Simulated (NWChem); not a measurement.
# C3H3FO2; SMILES O1C(F)=COC1

```xyz
9

F     -0.0129    -2.0062     0.0652
C      0.0792    -0.7088     0.0070
C      1.1300     0.1109     0.0466
O      0.6694     1.4025    -0.1474
C     -0.7081     1.3026     0.0984
O     -1.0813    -0.0386    -0.1781
H      2.1967    -0.0677     0.1273
H     -0.9218     1.5144     1.1699
H     -1.2660     1.9854    -0.5565
```
Atoms are numbered in this order, from 1.

Computed with NWChem. Pople sets run with spherical d functions. Structure relaxed at the PBE0/def2-SVP level. Level: PBE/6-31G* with COSMO at NWChem's default radii, gas-phase geometry; the question gives the dielectric constant.

Problem. Predict the results for dielectric constant 2.4. Quantities: electrostatic solvation energy (kcal/mol); dipole in solution (D).

Solution. 
| Property | Result |
|---|---|
| electrostatic solvation energy (kcal/mol) | -1.8 |
| dipole in solution (D) | 0.80 |
